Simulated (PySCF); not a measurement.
C3H11PSi.
Bonds: C1–Si2, Si2–C3, Si2–C4, Si2–P5. Hydrogens: H6, H7, H8 on C1; H9, H10, H11 on C3; H12, H13, H14 on C4; H15, H16 on P5.

The same species was optimised twice, with GFN2-xTB and with PBE0-D3(BJ)/def2-SVP (PySCF), and the same property calculations (PySCF, gas phase) were run on both structures.

```
    coordinate  GFN2-xTB  PBE0-D3(BJ)/def2-SVP  change
    P5–H15 (Å)     1.384                 1.431  +0.047
    P5–H16 (Å)     1.384                 1.431  +0.047
    C1–Si2 (Å)     1.916                 1.882  -0.034
    Si2–C4 (Å)     1.910                 1.882  -0.028
    Si2–C3 (Å)     1.910                 1.882  -0.028
     C1–H7 (Å)     1.086                 1.103  +0.017
    C3–H11 (Å)     1.085                 1.102  +0.017
    C4–H12 (Å)     1.085                 1.102  +0.017
     C3–H9 (Å)     1.086                 1.101  +0.015
    C4–H13 (Å)     1.086                 1.101  +0.015
    C3–H10 (Å)     1.086                 1.101  +0.015
     C1–H8 (Å)     1.086                 1.101  +0.015
    C4–H14 (Å)     1.086                 1.101  +0.015
     C1–H6 (Å)     1.086                 1.101  +0.015
    Si2–P5 (Å)     2.268                 2.277  +0.009
H15–P5–H16 (°)      92.1                  93.4    +1.3
Si2–C4–H12 (°)     111.3                 110.4    -0.9
 C1–Si2–P5 (°)     112.9                 112.1    -0.8
Si2–C3–H11 (°)     111.3                 110.5    -0.8
Si2–P5–H15 (°)      94.7                  94.0    -0.7
 Si2–C1–H7 (°)     111.3                 110.6    -0.7
Si2–P5–H16 (°)      94.7                  94.0    -0.7
Si2–C4–H14 (°)     110.7                 111.2    +0.5
```

Rotational constants: A = 2986, B = 1952, C = 1946 MHz (GFN2-xTB) against A = 3054, B = 1972, C = 1965 MHz (PBE0-D3(BJ)/def2-SVP). Point groups within 0.08 Å: Cs and Cs.

On the GFN2-xTB structure: HOMO (eV) -7.12 [PBE0/pcSseg-1]; LUMO (eV) 0.82 [PBE0/pcSseg-1]; dipole (D) 1.56 [PBE0/pcSseg-1]; GIAO shielding of C1/C3/C4 (mean) (ppm) 184.3 [PBE0/pcSseg-1]; GIAO shielding of Si2 (ppm) 343.4 [PBE0/pcSseg-1]; GIAO shielding of P5 (ppm) 600.6 [PBE0/pcSseg-1].

Task: What do these properties become on the PBE0-D3(BJ)/def2-SVP structure?

Result: 
| property | level | on GFN2-xTB | on PBE0-D3(BJ)/def2-SVP | change |
| --- | --- | --- | --- | --- |
| HOMO (eV) | PBE0/pcSseg-1 | -7.12 | -7.08 | +0.04 |
| LUMO (eV) | PBE0/pcSseg-1 | 0.82 | 0.67 | -0.15 |
| dipole (D) | PBE0/pcSseg-1 | 1.56 | 1.68 | +0.12 |
| energy, GFN2-xTB geometry as zero (kcal/mol) | PBE0/pcSseg-1 | 0.0 | -2.0 | -2.0 |
| GIAO shielding of C1/C3/C4 (mean) (ppm) | PBE0/pcSseg-1 | 184.3 | 182.0 | -2.3 |
| GIAO shielding of Si2 (ppm) | PBE0/pcSseg-1 | 343.4 | 345.0 | +1.6 |
| GIAO shielding of P5 (ppm) | PBE0/pcSseg-1 | 600.6 | 575.0 | -25.6 |

The heavy atoms differ by 0.023 Å rms after alignment. Among all bonds P5–H15 and P5–H16 change most and about equally (+0.047 Å). Changes are differences of the printed values. Neither structure is proved a minimum here.

The values belong to the conformer `[CH3:1][Si:2]([CH3:3])([CH3:4])[PH2:5]`: H–P5–Si2–C1 46°, H–P5–Si2–C1 -47°.
